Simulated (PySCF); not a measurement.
Input for PySCF:
```python
from pyscf import gto, scf, tdscf

mol = gto.M(
    atom='''
Si    0.024414   -0.962427    0.032634
Si    1.679092    0.631737    0.251673
O    -1.347096   -0.326605   -0.573690
C    -2.075830    0.763818   -0.112420
H     0.213652   -1.987473   -0.987465
H    -0.267148   -1.609640    1.325679
H     1.455871    1.559039    1.372807
H     2.993661    0.027107    0.480493
H     1.822415    1.501879   -0.923435
H    -2.527516    0.546177    0.859471
H    -2.867972    0.973497   -0.832805
H    -1.440301    1.649005   -0.011001
''',
    basis='6-31g',
    charge=0,
    spin=0,
    verbose=4,
)

mf = scf.RHF(mol)
mf.kernel()
td = mf.TDA()
td.nstates = 5
td.kernel()
td.analyze()
```

### Question
What is the computed excitation energies found (HF/6-31G, TDA run with PySCF)?

### Answer
7.68, 8.72, 9.10, 9.69, 9.93 eV

### Question
Estimate the nuclear repulsion energy that HF/6-31G, TDA returns for this input.

### Answer
225.2663 Eh

### Question
What total energy does HF/6-31G, TDA give?

### Answer
-695.0712 Eh

### Question
Estimate the HOMO-LUMO gap that HF/6-31G, TDA returns for this input.

### Answer
13.77 eV

### Question
Predict the dipole moment from HF/6-31G, TDA.

### Answer
1.54 D

### Question
What is the computed HOMO energy (HF/6-31G, TDA)?

### Answer
-10.78 eV
